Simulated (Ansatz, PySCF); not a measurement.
Reaction (SMILES): [SbH2] (SbH2) -> [SbH2] (SbH2) as singlet, charge +1 + e-
Geometries: B3LYP-D3(BJ)/def2-TZVP minima from Ansatz (a program for electronic structure). Unstable Hartree-Fock reference: [SbH2] (SbH2) as singlet, charge +1. A spin state is the lowest found, not a proven ground state.

Quantity: adiabatic ionisation energy (0 K, with B3LYP-D3(BJ) harmonic zero-point energies from PySCF), in eV. Correlated levels leave the core frozen unless marked. UHF or UKS for open shells. Spin-orbit coupling is left out. Frozen are the shells of the preceding noble gas and the d and f shells that filled before the atom's block. Past Kr the def2 sets carry scalar-relativistic core potentials. CBS(X,Y): correlation extrapolated as X^-3; Hartree-Fock from the larger set.

```csv
level,program,adiabatic ionisation energy (eV)
revPBE-D3(BJ)/def2-TZVPD,Ansatz + dftd3,8.63
BP86-D3(BJ)/def2-TZVPD,PySCF + dftd3,[?]
M06-L/def2-TZVPD,PySCF,8.38
r2SCAN/def2-TZVPD,Ansatz,[?]
B3LYP-D4/def2-TZVPD,Ansatz + dftd4,[?]
PW6B95-D4/def2-TZVPD,PySCF + dftd4,[?]
B2GP-PLYP-D4/def2-TZVPD,Ansatz + dftd4,8.64
B2PLYP-D3(BJ)/def2-TZVPD,Ansatz + dftd3,8.63
PBE-QIDH/def2-TZVPD,Ansatz,8.76
SCS-MP2/def2-SVPD,Ansatz,8.40
SCS-MP2/def2-QZVPP,Ansatz,8.51
"CCSD(T)/CBS(def2-TZVPPD,def2-QZVPPD)",Ansatz,8.67
```

Problem. Fill in the missing entries.

Solution. 
- BP86-D3(BJ)/def2-TZVPD, adiabatic ionisation energy (eV): 8.81
- r2SCAN/def2-TZVPD, adiabatic ionisation energy (eV): 8.89
- B3LYP-D4/def2-TZVPD, adiabatic ionisation energy (eV): 8.75
- PW6B95-D4/def2-TZVPD, adiabatic ionisation energy (eV): 8.68
